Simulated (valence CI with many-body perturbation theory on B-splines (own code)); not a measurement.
**La XXXVII in brief**

Calculated by relativistic CI+MBPT: three valence electrons over a frozen Dirac-Fock core [Ar], a basis of 7 s, 7 p, 8 d, 6 f, 4 g, 1 h functions for each j, with the one-electron correlation potential Σ1 (screened to all orders), the two-electron term Σ2, the three-electron term Σ3, Breit, model QED; selected single and double excitations, second order for the rest, scaled by the run's own slope (own B-spline code, finite nucleus).

The last digits are not significant, and no measured levels were compared; by estimate large intervals hold to a few tenths of a per cent, small ones and those within an open d or f shell to about a per cent. Only levels of the ground parity were solved; by the run's estimate the other parity begins above the list, which can be wrong where configurations are misplaced.

Levels are named by their leading jj configuration (3d3/2^4 stands for four electrons in 3d with j = 3/2), which in mixed levels can hold well under half, so a name can repeat and another be missing.

Rates and lifetimes use the calculated energies. Strong lines usually hold to 10 to 20 %, long lifetimes can be off by a factor of two.

(1) What is the ground level?

(2) How well does LS coupling describe the low levels?

(3) Name the longest-lived excited levels whose lifetime is computed, and their main decay.

(4) What is the ionisation energy?

Answers

(1) (3d3/2^3) J=3/2, composition 60 % 3d³ ⁴F + 30 % 3d³ ²D + 7 % 3d³ ²P, g = 0.619.

(2) Among the lowest 19 levels the leading LS term, summed over configurations, holds 63 % on average. For single configurations the figures are 63 % in LS and 87 % in jj coupling. Terms mix most in the J = 3/2 level at 168140 cm⁻¹, where the leading one holds 41 %.

(3) (3d3/2^2 3d5/2) J=9/2 at 185380 cm⁻¹ lives 66.6 ms, mostly by M1 to (3d3/2^2 3d5/2) J=7/2.

(4) 2473.8 eV; NIST lists 2473 ± 5 eV (theoretical).
